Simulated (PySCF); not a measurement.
# From computed data to an observable: oscillator strength and radiative lifetime

C₂H₇NOSi₂, SMILES [SiH2]1N=C(C)[SiH2]O1.

Coordinates come from a B3LYP-D3(BJ)/def2-SVP optimisation. This is a generated structure with no PubChem entry under its InChIKey; it may be hypothetical.

PySCF 2.14.0 with TDDFT-LC-ωPBE/def2-SVPD puts the first singlet state with f over 0.02 at 7.55 eV (vertical), with the transition dipole (0.694, -1.034, 0.000) in atomic units.

**Question.** Find the oscillator strength, the wavelength and the radiative lifetime that this transition would have in vacuum if emission retraced absorption.

**Answer.** 
|μ|² = 1.5508 au, so |μ| = 3.17 D. ΔE = 7.55/27.211 = 0.2775 hartree. f = (2/3) ΔE |μ|² = 0.287 (the program prints 0.287).
λ = 1239.84/7.55 = 164 nm; ν = 60895 cm⁻¹.
Einstein's coefficient A = 0.6670 ν² f s⁻¹ (ν in cm⁻¹) = 7.1e8 s⁻¹, so τ = 1/A = 1.4 ns. This state is S5; the lower singlets have f = 0.000, 0.020, 0.016, 0.003. The figure is the radiative limit of this one transition; relaxation, internal conversion, crossing to triplets and a medium change what is measured.
